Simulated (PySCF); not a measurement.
Isomers of C4H10O2S, from PBE0-D3(BJ)/def2-SVP geometry optimisation, gas phase in PySCF 2.14.0. One conformer each, no zero-point energy, no frequencies.

**Question.** Which is lower in electronic energy at this level?
A. `[CH3:1][CH:2]([CH3:3])[S:4]([CH3:5])(=[O:6])=[O:7]` with C1–C2–S4–C5 171°: A = 2991, B = 2006, C = 1664 MHz, dipole 4.44 D
B. `[CH3:1][CH2:2][S@@:3](=[O:4])[CH2:5][O:6][CH3:7]` with C1–C2–S3–O4 -32°, C2–S3–C5–O6 -53°, S3–C5–O6–C7 -79°: A = 2718, B = 1806, C = 1541 MHz, dipole 2.67 D

**Answer.** A. That is `CC(C)S(C)(=O)=O`, 12.6 kcal/mol below the other.

```tsv
SMILES	mapped SMILES	E (Eh)	relative (kcal/mol)	relative (kJ/mol)	dipole (D)
CC(C)S(C)(=O)=O	[CH3:1][CH:2]([CH3:3])[S:4]([CH3:5])(=[O:6])=[O:7]	-706.19983	0.0	0.0	4.44
CC[S@@](=O)COC	[CH3:1][CH2:2][S@@:3](=[O:4])[CH2:5][O:6][CH3:7]	-706.17980	12.6	52.6	2.67
```
